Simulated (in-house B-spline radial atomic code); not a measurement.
Configurations of Se+, with energies counted from [Ar] 3d10 4s2 4p3. All numbers are computed (Dirac-Hartree-Fock, average of configuration; Fermi nucleus of rms radius 4.14 fm) with a radial B-spline atomic code at the basis-set limit, not measured. Energies include first-order Breit, QED and recoil terms.

Occupations are held fixed; configurations that lie above the ionisation limit could autoionise.

```
        configuration  E - E(ref) (eV)  highest orbital  its <r> (bohr)
[Ar] 3d10 4s2 4p2 5g1           17.341            5g9/2           13.75
[Ar] 3d10 4s2 4p2 8d1           18.346            8d5/2           33.37
[Ar] 3d10 4s2 4p2 7g1           18.407            7g9/2           31.74
[Ar] 3d10 4s2 4p2 8f1           18.662            8f5/2           44.66
[Ar] 3d10 4s1 4p3 6d1           29.457            6d5/2            15.7
[Ar] 3d10 4s1 4p3 7f1            30.72            7f5/2            33.4
[Ar] 3d10 4s1 4p3 8f1           30.982            8f5/2           44.59
 [Ar] 3d9 4s2 4p3 5f1           71.801            5f5/2           15.54
 [Ar] 3d9 4s2 4p3 5g1           71.817            5g9/2           13.75
```

Problem. Order these further configurations by energy, lowest first.
A. [Ar] 3d10 4s1 4p3 8g1
B. [Ar] 3d10 4s1 4p3 6g1
C. [Ar] 3d10 4s1 4p3 4f1
D. [Ar] 3d9 4s2 4p3 8g1
E. [Ar] 3d10 4s2 4p2 6d1

Solution. E (17.165 eV), C (28.413 eV), B (30.327 eV), A (30.989 eV), D (73.144 eV).

Problem. How far above the reference does [Ar] 3d9 4s2 4p3 6g1 lie?

Solution. 72.483 eV; its least bound orbital is 6g9/2 with <r> = 21.99 bohr.

Problem. How far above the reference does [Ar] 3d10 4s2 4p2 8g1 lie?

Solution. 18.667 eV; its least bound orbital is 8g7/2 with <r> = 42.99 bohr.

Problem. How far above the reference does [Ar] 3d9 4s2 4p3 6f1 lie?

Solution. 72.471 eV; its least bound orbital is 6f5/2 with <r> = 23.73 bohr.
